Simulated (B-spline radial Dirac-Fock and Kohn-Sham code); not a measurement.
## W³⁺ 4f5/2: cross section and angular parameters

System: W³⁺, configuration [Xe] 4f14 5d3; threshold 76.19 eV (orbital energy of the model). The computed values come from an atomic code on a B-spline grid: Dirac-Hartree-Slater photoionisation with a Latter tail; cross sections with all multipoles, angular parameters from the dipole term and its interference with E2.

For linearly polarised light dσ/dΩ = σ/(4π) [1 + β P₂(cos θ) + (δ + γ cos²θ) sin θ cos φ], with θ from the polarisation vector and φ the angle between the beam and the projection of the electron momentum on the plane normal to the polarisation.

| hν (eV) | σ (kb) | β | γ | δ |
| --- | --- | --- | --- | --- |
| 104 | 1210 | 0.972 | 0.012 | 0.006 |
| 129 | 2000 | 0.489 | 0.004 | 0.009 |
| 130 | 2030 | 0.479 | 0.003 | 0.009 |
| 158 | 2500 | 0.326 | 0.000 | 0.013 |
| 176 | 2640 | 0.302 | 0.000 | 0.014 |
| 200 | 2720 | 0.307 | 0.000 | 0.016 |
| 285 | 2360 | 0.421 | 0.002 | 0.022 |
| 325 | 2060 | 0.483 | 0.004 | 0.024 |
| 369 | 1760 | 0.548 | 0.007 | 0.027 |
| 383 | 1670 | 0.568 | 0.008 | 0.028 |
| 400 | 1570 | 0.591 | 0.010 | 0.029 |
| 404 | 1550 | 0.596 | 0.010 | 0.029 |
| 600 | 725 | 0.799 | 0.035 | 0.040 |
| 722 | 468 | 0.881 | 0.058 | 0.048 |
| 1070 | 161 | 1.009 | 0.149 | 0.067 |
| 1210 | 112 | 1.035 | 0.193 | 0.075 |
| 1230 | 107 | 1.037 | 0.199 | 0.076 |
| 1486.9 | ? | ? | ? | ? |
| 2000 | 22.1 | 1.061 | 0.447 | 0.116 |
| 2090 | 19.0 | 1.058 | 0.475 | 0.120 |
| 2700 | 7.70 | 1.024 | 0.646 | 0.150 |
| 4170 | 1.51 | 0.922 | 0.959 | 0.218 |
| 6000 | 0.356 | 0.814 | 1.219 | 0.301 |
| 6820 | 0.211 | 0.774 | 1.308 | 0.336 |
| 8047.8 | 0.106 | 0.723 | 1.421 | 0.388 |
| 8570 | 0.0810 | 0.703 | 1.464 | 0.409 |
| 13800 | 0.0102 | 0.558 | 1.754 | 0.607 |

Q: Give the values at Al Kα (taken as 1486.9 eV).

A: σ = 59.0 kb, β = 1.060, γ = 0.283, δ = 0.090.
